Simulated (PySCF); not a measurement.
PySCF job for C₂Fe, SMILES [C]1[C][Fe]1, multiplicity 5, TDA-ωB97X/def2-TZVPD. The structure is a stationary point at B3LYP-D3(BJ)/def2-TZVP. The multiplicity is an assumed one; other spin states were not compared.

```python
import numpy as np
from pyscf import gto, scf, dft, tdscf

mol = gto.M(
    atom='''
    Fe    0.00000000    0.00000000    0.57209900
    C     0.00000000    0.63810508   -1.23954784
    C     0.00000000   -0.63810508   -1.23954784
    ''',
    basis='def2-TZVPD',
    charge=0,
    spin=4,
    max_memory=1600,
    verbose=4,
)
mf = dft.UKS(mol, xc='wb97x').density_fit(auxbasis='def2-universal-jkfit')
mf.grids.level = 3
mf.conv_tol = 1e-9
mf.max_cycle = 100
mf.kernel()
fine, coarse = mf.grids, dft.Grids(mol).set(level=1).build(with_non0tab=True)
for _ in range(3):  # follow internal instabilities
    mf.grids = coarse
    mo, _, stable, _ = mf.stability(return_status=True, nroots=4)
    mf.grids = fine
    if stable:
        break
    mf.kernel(mf.make_rdm1(mo, mf.mo_occ))
mf.grids = dft.Grids(mol).set(level=1).build(with_non0tab=True)  # coarser grid for the response kernel
td = tdscf.TDA(mf)
td.nstates = 10
td.conv_tol = 1e-4
td.positive_eig_threshold = 1e-6
td.kernel(x0=td.get_init_guess(mf, 15))
td.analyze()
```

Log of the run:

```
PySCF version 2.14.0

[INPUT] verbose = 4
[INPUT] num. atoms = 3
[INPUT] num. electrons = 38
[INPUT] charge = 0
[INPUT] spin (= nelec alpha-beta = 2S) = 4
[INPUT] symmetry False subgroup None
[INPUT] Mole.unit = angstrom
[INPUT] Symbol           X                Y                Z      unit          X                Y                Z       unit  Magmom
[INPUT]  1 Fe     0.000000000000   0.000000000000   0.572099000000 AA    0.000000000000   0.000000000000   1.081110426138 Bohr   0.0
[INPUT]  2 C      0.000000000000   0.638105080000  -1.239547840000 AA    0.000000000000   1.205843839894  -2.342405935896 Bohr   0.0
[INPUT]  3 C      0.000000000000  -0.638105080000  -1.239547840000 AA    0.000000000000  -1.205843839894  -2.342405935896 Bohr   0.0

nuclear repulsion = 100.885470531263
number of shells = 42
number of NR pGTOs = 199
number of NR cGTOs = 122
basis = def2-TZVPD
ecp = {}


[settings echo left out]
init E= -1338.79099713376
  alpha nocc = 21  HOMO = 0.0885650874346243  LUMO = 0.102718010885298
  beta  nocc = 17  HOMO = 0.0198325469919632  LUMO = 0.0382526661294493

WARN: HOMO 0.0885650874346243 >= LUMO 0.0382526661294493

cycle= 1 E= -1325.19142729732  delta_E= 13.6  |g|= 4.69  |ddm|= 16.7
  alpha nocc = 21  HOMO = -1.09518109993631  LUMO = -1.07360499496864
  beta  nocc = 17  HOMO = -2.05674273347265  LUMO = -1.6786001949662

WARN: HOMO -1.09518109993631 >= LUMO -1.6786001949662

cycle= 2 E= -1292.53182109075  delta_E= 32.7  |g|= 11.2  |ddm|= 22.6
  alpha nocc = 21  HOMO = -0.616185725969018  LUMO = -0.441085033778126
  beta  nocc = 17  HOMO = -1.21247720357666  LUMO = -0.861822815947907

WARN: HOMO -0.616185725969018 >= LUMO -0.861822815947907

cycle= 3 E= -1318.35045120544  delta_E= -25.8  |g|= 8.35  |ddm|= 10.7
  alpha nocc = 21  HOMO = -0.624461070396039  LUMO = -0.327830751156959
  beta  nocc = 17  HOMO = -1.10689948339732  LUMO = -0.662935506900521

WARN: HOMO -0.624461070396039 >= LUMO -0.662935506900521

cycle= 4 E= -1322.4595950668  delta_E= -4.11  |g|= 7.54  |ddm|= 4.08
  alpha nocc = 21  HOMO = -0.596816410540544  LUMO = -0.323400262773532
  beta  nocc = 17  HOMO = -1.09482928396506  LUMO = -0.568005561556888
  HOMO = -0.596816410541  LUMO = -0.568005561557  gap/eV = 0.78398
cycle= 5 E= -1326.45186565993  delta_E= -3.99  |g|= 6.57  |ddm|= 3.02
  alpha nocc = 21  HOMO = -0.526874618580187  LUMO = -0.265277906424014
  beta  nocc = 17  HOMO = -0.967937584163813  LUMO = -0.46380601622872
  HOMO = -0.52687461858  LUMO = -0.463806016229  gap/eV = 1.71618
cycle= 6 E= -1328.9197382833  delta_E= -2.47  |g|= 5.86  |ddm|=  1.6
  alpha nocc = 21  HOMO = -0.480327441345757  LUMO = -0.261295654539399
  beta  nocc = 17  HOMO = -1.00423301123881  LUMO = -0.461492319816372
  HOMO = -0.480327441346  LUMO = -0.461492319816  gap/eV = 0.51253
cycle= 7 E= -1330.19073654356  delta_E= -1.27  |g|= 5.51  |ddm|= 0.903
  alpha nocc = 21  HOMO = -0.496419757348999  LUMO = -0.280354006529261
  beta  nocc = 17  HOMO = -1.00434841726281  LUMO = -0.470010663055351
  HOMO = -0.496419757349  LUMO = -0.470010663055  gap/eV = 0.71863
cycle= 8 E= -1330.02555397751  delta_E= 0.165  |g|= 5.59  |ddm|= 0.224
  alpha nocc = 21  HOMO = -0.482226811724686  LUMO = -0.262365962456819
  beta  nocc = 17  HOMO = -1.0056424562588  LUMO = -0.468531023615904
  HOMO = -0.482226811725  LUMO = -0.468531023616  gap/eV = 0.37268
cycle= 9 E= -1330.63017024185  delta_E= -0.605  |g|= 5.42  |ddm|= 0.525

WARN: alpha nocc = 21  HOMO -0.0753894953305903 >= LUMO -0.173271346305993

  beta  nocc = 17  HOMO = -0.319125058120593  LUMO = -0.310188375129045

WARN: HOMO -0.0753894953305903 >= LUMO -0.310188375129045

cycle= 10 E= -1301.69425182806  delta_E= 28.9  |g|= 8.91  |ddm|= 27.3
  alpha nocc = 21  HOMO = -0.0953396842161209  LUMO = -0.0581859194821447
  beta  nocc = 17  HOMO = -0.184514881776881  LUMO = -0.130643917544446

WARN: HOMO -0.0953396842161209 >= LUMO -0.130643917544446

cycle= 11 E= -1335.14010110024  delta_E= -33.4  |g|= 3.56  |ddm|= 23.9
  alpha nocc = 21  HOMO = -0.294065050874483  LUMO = -0.00743782606097909
  beta  nocc = 17  HOMO = -0.334767565534267  LUMO = -0.281702176125744
  HOMO = -0.294065050874  LUMO = -0.281702176126  gap/eV = 0.33641
cycle= 12 E= -1337.17694961648  delta_E= -2.04  |g|= 2.84  |ddm|= 5.49
  alpha nocc = 21  HOMO = -0.247328776440082  LUMO = 0.0401377334373265
  beta  nocc = 17  HOMO = -0.281830775870368  LUMO = -0.252810525352608

WARN: HOMO -0.247328776440082 >= LUMO -0.252810525352608

cycle= 13 E= -1339.54249816099  delta_E= -2.37  |g|= 0.395  |ddm|= 1.07
  alpha nocc = 21  HOMO = -0.302626014694368  LUMO = 0.0106777877157782
  beta  nocc = 17  HOMO = -0.338375156278993  LUMO = -0.0841309903367744
  HOMO = -0.302626014694  LUMO = -0.0841309903368  gap/eV = 5.94555
cycle= 14 E= -1339.6274403746  delta_E= -0.0849  |g|= 0.306  |ddm|= 0.701
  alpha nocc = 21  HOMO = -0.328551972138161  LUMO = 0.00993313214505651
  beta  nocc = 17  HOMO = -0.341600214757172  LUMO = -0.0480433022899417
  HOMO = -0.328551972138  LUMO = -0.0480433022899  gap/eV = 7.63303
cycle= 15 E= -1339.70201769321  delta_E= -0.0746  |g|= 0.0876  |ddm|= 0.346
  alpha nocc = 21  HOMO = -0.338314718666119  LUMO = 0.0182749945005547
  beta  nocc = 17  HOMO = -0.32662179643598  LUMO = -0.0266478911612855
  HOMO = -0.326621796436  LUMO = -0.0266478911613  gap/eV = 8.16271
cycle= 16 E= -1339.7284622883  delta_E= -0.0264  |g|= 0.0708  |ddm|= 0.227
  alpha nocc = 21  HOMO = -0.347924339111807  LUMO = 0.0111442007518434
  beta  nocc = 17  HOMO = -0.330677645730347  LUMO = -0.0614310151910118
  HOMO = -0.33067764573  LUMO = -0.061431015191  gap/eV = 7.32657
cycle= 17 E= -1339.7501383381  delta_E= -0.0217  |g|= 0.0428  |ddm|= 0.321
  alpha nocc = 21  HOMO = -0.349073715910149  LUMO = 0.0256054837239817
  beta  nocc = 17  HOMO = -0.32918362726156  LUMO = -0.061051196995372
  HOMO = -0.329183627262  LUMO = -0.0610511969954  gap/eV = 7.29626
cycle= 18 E= -1339.75340232723  delta_E= -0.00326  |g|= 0.0235  |ddm|= 0.118
  alpha nocc = 21  HOMO = -0.348157813869922  LUMO = 0.021966500011608
  beta  nocc = 17  HOMO = -0.331339416724969  LUMO = -0.0509534364250506
  HOMO = -0.331339416725  LUMO = -0.0509534364251  gap/eV = 7.62969
cycle= 19 E= -1339.75407372413  delta_E= -0.000671  |g|= 0.0134  |ddm|= 0.0561
  alpha nocc = 21  HOMO = -0.347063228381258  LUMO = 0.0241158120331144
  beta  nocc = 17  HOMO = -0.330243638782285  LUMO = -0.0534439628290748
  HOMO = -0.330243638782  LUMO = -0.0534439628291  gap/eV = 7.53210
cycle= 20 E= -1339.75455301145  delta_E= -0.000479  |g|= 0.00305  |ddm|= 0.0584
  alpha nocc = 21  HOMO = -0.346860304646404  LUMO = 0.0240388224845112
  beta  nocc = 17  HOMO = -0.330092086313392  LUMO = -0.0549277163456203
  HOMO = -0.330092086313  LUMO = -0.0549277163456  gap/eV = 7.48760
cycle= 21 E= -1339.75458101541  delta_E= -2.8e-05  |g|= 0.000918  |ddm|= 0.0125
  alpha nocc = 21  HOMO = -0.346885980212287  LUMO = 0.0239447085661667
  beta  nocc = 17  HOMO = -0.330161695506291  LUMO = -0.0549078996020214
  HOMO = -0.330161695506  LUMO = -0.054907899602  gap/eV = 7.49004
cycle= 22 E= -1339.75458487497  delta_E= -3.86e-06  |g|= 0.000467  |ddm|= 0.00455
  alpha nocc = 21  HOMO = -0.346879390775959  LUMO = 0.0240883311981698
  beta  nocc = 17  HOMO = -0.330083643849925  LUMO = -0.0549295043382436
  HOMO = -0.33008364385  LUMO = -0.0549295043382  gap/eV = 7.48733
cycle= 23 E= -1339.75458557767  delta_E= -7.03e-07  |g|= 0.000195  |ddm|= 0.00206
  alpha nocc = 21  HOMO = -0.346895653175857  LUMO = 0.0240312896140262
  beta  nocc = 17  HOMO = -0.330089588265196  LUMO = -0.0549907990692162
  HOMO = -0.330089588265  LUMO = -0.0549907990692  gap/eV = 7.48582
cycle= 24 E= -1339.75458565548  delta_E= -7.78e-08  |g|= 0.0001  |ddm|= 0.000773
  alpha nocc = 21  HOMO = -0.346895997505523  LUMO = 0.0240035725720279
  beta  nocc = 17  HOMO = -0.330098754926539  LUMO = -0.0549862204565024
  HOMO = -0.330098754927  LUMO = -0.0549862204565  gap/eV = 7.48619
cycle= 25 E= -1339.75458567258  delta_E= -1.71e-08  |g|= 2.75e-05  |ddm|= 0.000337
  alpha nocc = 21  HOMO = -0.346892832246995  LUMO = 0.0239981270263058
  beta  nocc = 17  HOMO = -0.330100390415112  LUMO = -0.0549904504136762
  HOMO = -0.330100390415  LUMO = -0.0549904504137  gap/eV = 7.48612
cycle= 26 E= -1339.7545856753  delta_E= -2.72e-09  |g|= 1.48e-05  |ddm|= 0.000117
  alpha nocc = 21  HOMO = -0.346892986506053  LUMO = 0.023995439053744
  beta  nocc = 17  HOMO = -0.330102826672679  LUMO = -0.0549932738260281
  HOMO = -0.330102826673  LUMO = -0.054993273826  gap/eV = 7.48611
cycle= 27 E= -1339.75458567605  delta_E= -7.55e-10  |g|= 7.59e-06  |ddm|= 6.35e-05
  alpha nocc = 21  HOMO = -0.346891244178017  LUMO = 0.0239926981064327
  beta  nocc = 17  HOMO = -0.330103195933773  LUMO = -0.0549944246472442
  HOMO = -0.330103195934  LUMO = -0.0549944246472  gap/eV = 7.48609
Extra cycle  E= -1339.75458567618  delta_E= -1.29e-10  |g|= 8.86e-06  |ddm|= 2e-05
converged SCF energy = -1339.75458567618  <S^2> = 6.0370739  2S+1 = 5.0148076
tot grids = 17816
uhf_internal: lowest eigs of H = [0.00353035 0.02386147 0.04763428 0.08356707]
<class 'pyscf.df.df_jk.DFUKS'> wavefunction is stable in the internal stability analysis
tot grids = 17816
Overwritten attributes  positive_eig_threshold  of <class 'pyscf.tdscf.uks.TDA'>


******** <class 'pyscf.tdscf.uks.TDA'> for <class 'pyscf.df.df_jk.DFUKS'> ********
nstates = 10
deg_eia_thresh = 1.000e-03
wfnsym = None
conv_tol = 0.0001
eigh lindep = 1e-12
eigh level_shift = 0
eigh max_cycle = 100


Excitation energies (eV)
[0.33865456 0.43069604 0.71166356 1.13261036 1.78535125 1.93575261
 2.05232962 2.24294007 2.67162874 2.67295636]

** Excitation energies and oscillator strengths **
Excited State   1:      0.33865 eV   3661.08 nm  f=0.0000
      16b ->   18b     -0.36664
      16b ->   20b      0.20966
      16b ->   22b     -0.88265
      16b ->   32b     -0.14299
Excited State   2:      0.43070 eV   2878.69 nm  f=0.0002
      16b ->   19b      0.96330
      16b ->   23b     -0.11170
      16b ->   26b     -0.15645
      16b ->   33b      0.14230
Excited State   3:      0.71166 eV   1742.17 nm  f=0.0004
      16b ->   21b      0.92737
      16b ->   24b     -0.35339
Excited State   4:      1.13261 eV   1094.68 nm  f=0.0000
      16b ->   18b      0.19972
      16b ->   20b     -0.91504
      16b ->   22b     -0.30776
Excited State   5:      1.78535 eV    694.45 nm  f=0.0086
      17b ->   19b     -0.95603
      17b ->   23b      0.21622
Excited State   6:      1.93575 eV    640.50 nm  f=0.0000
      16b ->   18b     -0.88641
      16b ->   20b     -0.27289
      16b ->   22b      0.28219
      16b ->   25b     -0.20929
Excited State   7:      2.05233 eV    604.11 nm  f=0.0149
      19a ->   22a      0.11000
      21a ->   22a      0.14075
      15b ->   21b     -0.24401
      15b ->   24b      0.12555
      17b ->   18b     -0.73082
      17b ->   20b      0.54144
      17b ->   22b     -0.17309
Excited State   8:      2.24294 eV    552.78 nm  f=0.0039
      17b ->   21b      0.92480
      17b ->   24b     -0.34305
Excited State   9:      2.67163 eV    464.08 nm  f=0.0002
      15b ->   18b      0.63503
      15b ->   20b     -0.75659
Excited State  10:      2.67296 eV    463.85 nm  f=0.0001
      15b ->   21b      0.20113
      15b ->   24b     -0.10279
      17b ->   18b     -0.59286
      17b ->   20b     -0.71898
      17b ->   22b     -0.20091
      17b ->   25b     -0.13295

** Transition electric dipole moments (AU) **
state          X           Y           Z        Dip. S.      Osc.
  1        -0.0000     -0.0000     -0.0000      0.0000      0.0000
  2         0.1293      0.0000      0.0000      0.0167      0.0002
  3         0.0000      0.1535     -0.0000      0.0236      0.0004
  4        -0.0000      0.0000      0.0000      0.0000      0.0000
  5         0.0000     -0.4429     -0.0000      0.1961      0.0086
  6         0.0000      0.0000     -0.0000      0.0000      0.0000
  7        -0.0000      0.0000     -0.5437      0.2956      0.0149
  8         0.2648      0.0000     -0.0000      0.0701      0.0039
  9         0.0518     -0.0000      0.0000      0.0027      0.0002
 10         0.0000     -0.0000     -0.0316      0.0010      0.0001

** Transition velocity dipole moments (imaginary part, AU) **
state          X           Y           Z        Dip. S.      Osc.
  1        -0.0000      0.0000      0.0000      0.0000      0.0000
  2         0.0111     -0.0000     -0.0000      0.0001      0.0052
  3         0.0000      0.0057      0.0000      0.0000      0.0008
  4        -0.0000     -0.0000     -0.0000      0.0000      0.0000
  5         0.0000      0.0286      0.0000      0.0008      0.0083
  6         0.0000      0.0000      0.0000      0.0000      0.0000
  7         0.0000     -0.0000      0.0654      0.0043      0.0378
  8        -0.0072     -0.0000      0.0000      0.0001      0.0004
  9        -0.0250      0.0000      0.0000      0.0006      0.0043
 10        -0.0000     -0.0000     -0.0390      0.0015      0.0103

** Transition magnetic dipole moments (imaginary part, AU) **
state          X           Y           Z
  1         0.0000     -0.0000     -1.8969
  2         0.0000      0.9205     -0.0000
  3        -0.8747      0.0000     -0.0000
  4        -0.0000     -0.0000     -0.3990
  5         0.4316      0.0000     -0.0000
  6         0.0000     -0.0000      0.3151
  7        -0.0000     -0.0000     -0.0000
  8         0.0000      0.5417     -0.0000
  9         0.0000      0.7793     -0.0000
 10         0.0000      0.0000      0.0000
```

The run converged.
